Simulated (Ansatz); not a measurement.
An input meant for the cluster Hg₃ (charge 0, singlet; atoms displaced at random, 0.08 Å in each coordinate).

```yaml
crystal:
  periodic: [false, false, false]
  atoms:
    - {symbol: Hg, position_ang: [-0.008069, 0.053938, -0.004953]}
    - {symbol: Hg, position_ang: [1.963778, 0.375675, -0.463696]}
    - {symbol: Hg, position_ang: [-1.612155, -0.402986, 0.547964]}
basis:
  gaussian: {orbitals: def2-TZVPD, final_grid: {core_spheres: 8, valence_spheres: 7, degree: 23}}
hamiltonian: {xc: {name: PBE}, pseudopotentials: {relativity: none}}
scf: {lower_state_search: off}
output: {forces: true}
```

```sh
$ ansatz run in.yaml --threads 4 --pin off --events-out ev --progress --plain --max-ram 3916MiB
```

Output, abridged:

```
Functional definition: PBE
1170 factors; their error is unknown
mean field evaluation 1: about -12510.9985 eV, gradient 2.0e1 eV
mean field evaluation 2: about -12506.6802 eV, gradient 4.6e1 eV
mean field evaluation 4: about -12511.4846 eV, gradient 9.1e0 eV
mean field evaluation 8: about -12510.1267 eV, gradient 1.8e1 eV
mean field evaluation 16: about -12511.7611 eV, gradient 5.9e-2 eV
mean field -12511.76112097 eV, -459.7987404195 hartree, gradient 1.9e-6 eV, S^2 0.000000; 0 other end points of the search recorded, 0 dependent functions left out
reference -12511.76115725 eV, -459.7987417527 hartree; 30, 30 occupied and 108, 108 virtual orbitals, 1170 factors
Total energy: -12511.76115725 eV, -459.7987417527 hartree
Atom 0 at    -0.008069     0.053938    -0.004953 Å, force    44.658179    16.428832   -18.807608 eV/Å
Atom 1 at     1.963778     0.375675    -0.463696 Å, force    21.768812     3.076864    -4.627011 eV/Å
Atom 2 at    -1.612155    -0.402986     0.547964 Å, force   -66.426991   -19.505696    23.434619 eV/Å
Dipole moment:    -0.165421     0.162575    -0.136067 e Å
Checks for a lower state left out: stability, starts, cluster_reference, orbital_swaps, neighbouring_geometries, increment
```

(1) What is wrong with this run?

Results:

(1) The geometry is squeezed to about two thirds of its size. Self-consistency was reached. The result belongs to that input, not to the species as meant.
